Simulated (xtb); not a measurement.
C2H3N, SMILES [C-]#[N+]C. All values are semi-empirical tight-binding results from xtb (GFN2-xTB unless named), good for trends rather than for accurate numbers. The structure is a stationary point at GFN2-xTB.

**Question.** Estimate the properties. (An estimate is asked for; the answer gives what the named calculation found.)

**Answer.** 
```json
{
  "point_group_as_xtb_finds_it": "C3v",
  "orbital_gap": "5.89 eV",
  "dipole_moment": "3.39 D",
  "zero_point_energy": "27.7 kcal/mol",
  "G − E(el) at 298.15 K (modified RRHO)": "13.2 kcal/mol",
  "static polarisability (D4 model)": "31.1 bohr³",
  "solvation energy, GFN2-xTB/ALPB(water)": "-3.1 kcal/mol",
  "solvation energy, GFN2-xTB/ALPB(toluene)": "-3.3 kcal/mol"
}
```

Computed IR lines (harmonic; lines under 4 % of the strongest left out, lines within 3 cm⁻¹ merged):
ν (cm⁻¹): 1021 (w), 1381 (w), 1442 (s), 2256 (w), 2991 (vs), 3001 (s) (against the strongest line: vs over 80 %, s over 45 %, m over 15 %, w over 4 %, vw less)
